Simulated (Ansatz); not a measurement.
**Energy profile**

The step: BCl₃ ([Cl][B]([Cl])[Cl]) + SiH₄O ([OH][SiH3]) → BSiH₃Cl₂O ([SiH3][O][B]([Cl])[Cl]) + HCl; bonds formed: Cl2–H5; dative contacts that become bonds: B1–O6; bonds broken: B1–Cl2, H5–O6 (atoms numbered as in the saddle structure below).

```xyz
10
angstrom
B -1.3172 0.1371 0.0845
Cl -1.6745 -1.8779 0.9048
Cl -1.5693 0.0833 -1.6722
Cl -2.2706 1.2834 1.0267
H -0.3397 -1.1616 0.9258
O 0.0662 -0.0522 0.5274
Si 1.4925 0.3235 -0.3040
H 2.5573 0.1966 0.7132
H 1.6942 -0.6411 -1.4062
H 1.3611 1.7087 -0.8002
```

Electronic energies by CCSD(T) at an estimated basis limit (MP2 extrapolated from triple and quadruple zeta, plus CCSD(T) − MP2 in triple zeta), on PBE0-D4/def2-TZVP structures; BSiH₄Cl₃O, singlet; no counterpoise correction. Computed with Ansatz 0.2.0 (basis: def2-TZVPP and def2-QZVPP); correlated methods freeze the cores. Extrapolation: Hartree–Fock as exp(−7.88 √X), correlation as X^−2.97.

(1) Give the profile in kcal/mol, counted from the separated reactants. (To be estimated.)

The T1 diagnostic stays at or below 0.012.

## Answers

(1) Computed:
| point | kcal/mol |
| --- | --- |
| separated: BCl₃ (linked as [Cl][B]([Cl])[Cl]; B1, Cl2, Cl3, Cl4; singlet) + SiH₄O (linked as [OH][SiH3]; H5, O6, Si7, H8, H9, H10; singlet) | 0.00 |
| start structure | -8.92 |
| saddle | 10.74 |
| end structure | -17.66 |
| separated: BSiH₃Cl₂O (linked as [SiH3][O][B]([Cl])[Cl]; B1, Cl3, Cl4, O6, Si7, H8, H9, H10; singlet) + HCl (Cl2, H5; singlet) | -14.36 |

The step is the kind of ligand exchange by which a precursor binds to a hydroxyl group, or is hydrolysed, in atomic layer deposition of oxides.

For scale, one of the runs: CCSD(T)/def2-TZVPP, 286 basis functions, launched by `ansatz run in.yaml --threads 8 --pin off --events-out ev --progress --plain --max-ram 19148MiB`. Hardware: 8 CPU threads of an Arm Neoverse V2, shared host. Wall time 2.8 min; peak host memory 7.9 GiB.
